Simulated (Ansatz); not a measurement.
C2H8NSi, SMILES `CN(C)[SiH2]` radical, 12 atoms. Total charge 0; spin multiplicity 2. All runs use 4 threads of a server CPU on a shared host. Correlated methods freeze the cores. Open-shell runs search over several starts.

Task: Give the basis size and wall time and peak host memory of each of these runs in Ansatz. UKS PBE0-D4/def2-TZVP frequencies; UKS PBE0-D4/def2-TZVP relaxation (7 steps); UHF-CCSD(T)/def2-SVP energy; UHF-MP2/def2-TZVPP energy; UKS ωB97X-V/def2-TZVPP energy; UKS PBE0-D4/def2-SVP energy; UKS BLYP-D4/def2-TZVPP energy; UHF-MP2/def2-QZVPP energy; direct RPA on PBE orbitals/def2-TZVPP energy; UKS ωB97M-V/def2-QZVPP energy; UKS PBE0-D4/def2-TZVPP energy; UKS PBE0-D4/def2-QZVPP energy. (An estimate is asked.)

Result: The calculation gave: Other jobs shared the machine, so times are rough.

```
                                level                   job  functions  wall time  peak host memory (GiB)
                 UKS PBE0-D4/def2-SVP                energy        100      1.9 s                    0.25
               UKS BLYP-D4/def2-TZVPP                energy        247        4 s                    0.36
                   UHF-MP2/def2-TZVPP                energy        247      5.5 s                    0.63
               UKS PBE0-D4/def2-TZVPP                energy        247      6.5 s                    0.75
direct RPA on PBE orbitals/def2-TZVPP                energy        247       10 s                    0.82
                 UHF-CCSD(T)/def2-SVP                energy        100       14 s                    0.85
               UKS ωB97X-V/def2-TZVPP                energy        247       15 s                       1
               UKS PBE0-D4/def2-QZVPP                energy        481       20 s                     2.2
                UKS PBE0-D4/def2-TZVP  relaxation (7 steps)        178       32 s                    0.48
                   UHF-MP2/def2-QZVPP                energy        481       39 s                     3.2
               UKS ωB97M-V/def2-QZVPP                energy        481       45 s                     2.8
                UKS PBE0-D4/def2-TZVP           frequencies        178    3.1 min                    0.48
```
